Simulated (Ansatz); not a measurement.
Ansatz (an electronic-structure program) input (HF/3-21G): The .json file is the Basis Set Exchange's 3-21G.

Ansatz 0.2 input:
```yaml
crystal:
  periodic: [false, false, false]
  atoms:
    - {symbol: Se, position_ang: [0.02753403, -0.01206455, 1.05558473]}
    - {symbol: Br, position_ang: [0.83466216, -1.68779992, -0.55419015]}
    - {symbol: Br, position_ang: [-0.86140950, 1.69951976, -0.47123502]}
basis:
  gaussian:
    orbitals: 3-21G.json
hamiltonian:
  xc: {name: HF}
phonons: {temperatures: {t_min: 298.15, t_max: 298.15, t_step: 100}}
```

Output:

```
Functional definition: HF
integrals: 0.01 GiB planned
653 factors; integrals over basis functions are off by at most 2.3e-5 eV
mean field: 0.24 GiB planned
mean field evaluation 1: about -204318.2526 eV, gradient 1.3e1 eV
mean field evaluation 2: about -204318.2652 eV, gradient 1.3e1 eV
mean field evaluation 4: about -204319.0808 eV, gradient 8.4e-1 eV
mean field evaluation 8: about -204319.0888 eV, gradient 2.5e-3 eV
mean field evaluation 16: about -204291.2901 eV, gradient 2.3e1 eV
mean field -204319.08884201 eV, -7508.5880224911 hartree, gradient 9.8e-6 eV, S^2 0.000000; 0 other end points of the search recorded, 0 dependent functions left out
the calculation of the forces begins
reference -204319.08884201 eV, -7508.5880224911 hartree; 52, 52 occupied and 17, 17 virtual orbitals, 653 factors
these checks for a lower state are left out or cut short: stability, starts, cluster_reference, orbital_swaps, neighbouring_geometries, increment
integrals: 0.01 GiB planned
653 factors; integrals over basis functions are off by at most 2.3e-5 eV
mean field: 0.24 GiB planned
mean field -204319.08881561 eV, -7508.5880215213 hartree, gradient 8.8e-6 eV, S^2 0.000000; 0 other end points of the search recorded, 0 dependent functions left out
the calculation of the forces begins
reference -204319.08881561 eV, -7508.5880215213 hartree; 52, 52 occupied and 17, 17 virtual orbitals, 653 factors
these checks for a lower state are left out or cut short: stability, starts, cluster_reference, orbital_swaps, neighbouring_geometries, increment
integrals: 0.01 GiB planned
653 factors; integrals over basis functions are off by at most 2.3e-5 eV
mean field: 0.24 GiB planned
mean field -204319.08881434 eV, -7508.5880214744 hartree, gradient 8.8e-6 eV, S^2 0.000000; 0 other end points of the search recorded, 0 dependent functions left out
the calculation of the forces begins
reference -204319.08881434 eV, -7508.5880214744 hartree; 52, 52 occupied and 17, 17 virtual orbitals, 653 factors
these checks for a lower state are left out or cut short: stability, starts, cluster_reference, orbital_swaps, neighbouring_geometries, increment
integrals: 0.01 GiB planned
653 factors; integrals over basis functions are off by at most 2.3e-5 eV
mean field: 0.24 GiB planned
mean field evaluation 32: about -204319.0762 eV, gradient 2.4e-5 eV
mean field -204319.08881802 eV, -7508.5880216097 hartree, gradient 8.8e-6 eV, S^2 0.000000; 0 other end points of the search recorded, 0 dependent functions left out
the calculation of the forces begins
reference -204319.08881802 eV, -7508.5880216097 hartree; 52, 52 occupied and 17, 17 virtual orbitals, 653 factors
these checks for a lower state are left out or cut short: stability, starts, cluster_reference, orbital_swaps, neighbouring_geometries, increment
integrals: 0.01 GiB planned
653 factors; integrals over basis functions are off by at most 2.3e-5 eV
mean field: 0.24 GiB planned
mean field -204319.08881726 eV, -7508.5880215818 hartree, gradient 8.7e-6 eV, S^2 0.000000; 0 other end points of the search recorded, 0 dependent functions left out
the calculation of the forces begins
reference -204319.08881726 eV, -7508.5880215818 hartree; 52, 52 occupied and 17, 17 virtual orbitals, 653 factors
these checks for a lower state are left out or cut short: stability, starts, cluster_reference, orbital_swaps, neighbouring_geometries, increment
integrals: 0.01 GiB planned
653 factors; integrals over basis functions are off by at most 2.3e-5 eV
mean field: 0.24 GiB planned
mean field -204319.08883286 eV, -7508.5880221552 hartree, gradient 8.8e-6 eV, S^2 0.000000; 0 other end points of the search recorded, 0 dependent functions left out
the calculation of the forces begins
reference -204319.08883286 eV, -7508.5880221552 hartree; 52, 52 occupied and 17, 17 virtual orbitals, 653 factors
these checks for a lower state are left out or cut short: stability, starts, cluster_reference, orbital_swaps, neighbouring_geometries, increment
integrals: 0.01 GiB planned
653 factors; integrals over basis functions are off by at most 2.3e-5 eV
mean field: 0.24 GiB planned
mean field -204319.08883359 eV, -7508.5880221820 hartree, gradient 8.8e-6 eV, S^2 0.000000; 0 other end points of the search recorded, 0 dependent functions left out
the calculation of the forces begins
reference -204319.08883359 eV, -7508.5880221820 hartree; 52, 52 occupied and 17, 17 virtual orbitals, 653 factors
Total energy: -204319.08884201 eV, -7508.5880224911 hartree
Atom 0 at     0.027534    -0.012065     1.055585 Å, force     0.000011    -0.000005     0.000409 eV/Å
Atom 1 at     0.834662    -1.687800    -0.554190 Å, force     0.000057    -0.000122    -0.000207 eV/Å
Atom 2 at    -0.861410     1.699520    -0.471235 Å, force    -0.000068     0.000127    -0.000201 eV/Å
Dipole moment:     0.007122    -0.003121     0.273056 e Å
Vibrations: 95.28 285.21 300.38 cm⁻¹, zero-point energy 0.042209 eV
```

The blocks after the first are displaced geometries, from whose forces the wavenumbers follow.
